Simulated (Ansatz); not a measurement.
Ideal-gas functions of `BNC(=O)S` at 800 K and 1 bar, from an Ansatz frequency run at PBE0-D4/def2-TZVP.

Molar mass 88.93 g/mol, point group Cs (symmetry number 1), electronic degeneracy 1, moments of inertia 56.071, 183.991, 240.062 u Å². Harmonic wavenumbers (cm⁻¹, unscaled): 99, 245, 293, 380, 388, 470, 691, 733, 793, 880, 1012, 1020, 1086, 1181, 1302, 1494, 1843, 2618, 2730, 2736, 3607.

Use S(trans) = R[1.5 ln M + 2.5 ln T − 1.1517]; rotational temperatures θ = 24.2544 K / I; S(rot) = R[ln(√π/σ · √(T³/θAθBθC)) + 1.5]; for each mode x = 1.438777 ν̃/T, S = R[x/(eˣ − 1) − ln(1 − e⁻ˣ)] and H = RT x/(eˣ − 1); 1 cm⁻¹ = 0.0119627 kJ/mol; R = 8.31446 J/(mol·K).

Q: By hand: the entropy, in J/(mol·K).

A: Translation 185.3. Rotation: θ = 0.4326, 0.1318, 0.101 K, giving 122.0. Vibration, mode by mode: 22.67, 15.20, 13.74, 11.64, 11.47, 9.96, 7.02, 6.59, 6.03, 5.31, 4.40, 4.35, 3.96, 3.46, 2.91, 2.22, 1.35, 0.43, 0.36, 0.36, 0.09, in all 133.5. Electronic 0.0. Sum 440.8 J/(mol·K).

Q: By hand: H − E and G − E in kJ/mol, counted from the electronic energy.

A: Zero-point energy ½ × 25601 × 0.0119627 = 153.1; thermal vibration 55.5; translation, rotation and pV give 4 RT = 26.6. H − E = 235.2 kJ/mol, and G − E = 235.2 − 800 × 440.8/1000 = -117.4 kJ/mol.

Vibration gives 30 % of the entropy, 22.7 J/(mol·K) of it from the mode under 150 cm⁻¹: soft modes count most, and the harmonic formula is weakest for them. The sum counts one conformer and one mirror image; others add a mixing term.
